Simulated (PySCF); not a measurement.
Computed shifts of a molecule C5H4F2, B3LYP/pcSseg-1 (PySCF), GIAO, gas phase, equivalent atoms averaged, in ppm (number of nuclei): ¹⁹F: -168.1 (2). ¹³C: 146.7 (2), 145.7 (2), 138.2 (1). ¹H: 6.72 (2), 6.67 (2). References: ¹⁹F against CFCl3 (σ = 161.7 ppm); ¹³C against TMS (σ = 181.3 ppm); ¹H against TMS (σ = 31.68 ppm), references at their B3LYP-D3(BJ)/def2-TZVP geometries, non-relativistic. Geometry: PBE-D3(BJ)/def2-SVP. Other conformers were not sampled.

Q: Which molecule gave these data?
A) C=C(F)C=C=CF
B) FC=C=C/C=C/F
C) C=CC=C=C(F)F
D) FC1(F)C=CC=C1

A: D, FC1(F)C=CC=C1
